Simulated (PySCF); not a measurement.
Compound: C4H7F3OSi.
Atom-mapped SMILES: `[CH3:1][O:2][C@@H:3]1[SiH2:4][C@:5]1([F:6])[CH:7]([F:8])[F:9]`

Cartesian coordinates in Å at the GFN2-xTB level; atoms count from 1:
```xyz
16
C4H7F3OSi angstrom
C      2.1979   -0.9382    0.3686
O      0.8155   -0.9919    0.1169
C      0.3238    0.1672   -0.4815
Si    -0.1085    1.7459    0.5089
C     -1.1775    0.4003   -0.3197
F     -1.8375    0.6074   -1.5108
C     -1.9265   -0.6084    0.5163
F     -1.3787   -0.6692    1.7532
F     -3.2117   -0.2197    0.7042
H      2.4412   -0.0929    1.0249
H      2.7673   -0.8376   -0.5631
H      2.4591   -1.8737    0.8581
H      0.6603    0.2895   -1.5150
H     -0.0739    1.6755    1.9509
H     -0.0209    2.9780   -0.2462
H     -1.9373   -1.6232    0.0904
```

NICS is the negative of the GIAO shielding at a point without a nucleus: at the ring centre (0) and 1 Å above and below it (1); zz is the component along the ring normal. Level: GIAO PBE0/pcSseg-1 (PySCF, non-relativistic, gas phase) on the GFN2-xTB geometry, one conformer.

Ring bond lengths (Å), with Mayer bond orders in brackets: C3–Si4 1.913 (0.89), Si4–C5 1.908 (0.84), C5–C3 1.528 (0.86).

What do the NICS probes read (ppm)?

```json
{"ring": "C3–Si4–C5", "type": "3-membered ring with Si; formal bonds all single", "NICS(0)": "-21.1", "NICS(1), two faces": "-7.3 / -7.2", "NICS(1)zz, two faces": "-13.4 / -14.4", "rms pucker (Å)": "0.00", "centre to ring atoms, mean (Å)": "1.03"}
```

What do they say, and how far can they be read as aromaticity?

- C3–Si4–C5: mean NICS(1)zz -13.9 ppm, shielded. C3, Si4, C5 have four or more neighbours, so the value isn't read as a sign of a π ring current. NICS(0) lies 14 ppm below the mean NICS(1).

What is the mean of the two in-plane components of NICS at the first NICS(1) probe listed for ring C3–Si4–C5, 1 Å off the ring?

The isotropic value is a third of the trace: (3 × -7.3 − (-13.4))/2 = -4.2 ppm.

List the ring angles and the Hirshfeld charges of the ring atoms.

- C3–Si4–C5: C3 66.3° (-0.054 e), Si4 47.1° (+0.292 e), C5 66.6° (-0.017 e); sum 180.0° against 180° for a flat convex ring.
